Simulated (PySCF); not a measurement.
## Radial density of Be (beryllium, neutral)

PBE0, [He] 2s2, closed-shell 1S. All numbers are calculated (PySCF 2.14, no relativity, point nucleus, in aug-cc-pVDZ (4s3p2d, 23 functions)).

```json
{"r (bohr)": "0.00835", "4πr²ρ (e/bohr)": "0.02894"}
{"r (bohr)": "0.0141", "4πr²ρ (e/bohr)": "0.07860"}
{"r (bohr)": "0.0236", "4πr²ρ (e/bohr)": "0.2053"}
{"r (bohr)": "0.0398", "4πr²ρ (e/bohr)": "0.5119"}
{"r (bohr)": "0.0669", "4πr²ρ (e/bohr)": "1.168"}
{"r (bohr)": "0.112", "4πr²ρ (e/bohr)": "2.314"}
{"r (bohr)": "0.189", "4πr²ρ (e/bohr)": "3.615"}
{"r (bohr)": "0.318", "4πr²ρ (e/bohr)": "3.847"}
{"r (bohr)": "0.535", "4πr²ρ (e/bohr)": "2.196"}
{"r (bohr)": "0.900", "4πr²ρ (e/bohr)": "0.6094"}
{"r (bohr)": "1.51", "4πr²ρ (e/bohr)": "0.6712"}
{"r (bohr)": "2.55", "4πr²ρ (e/bohr)": "0.7169"}
{"r (bohr)": "4.28", "4πr²ρ (e/bohr)": "0.1864"}
{"r (bohr)": "7.21", "4πr²ρ (e/bohr)": "0.006716"}
```
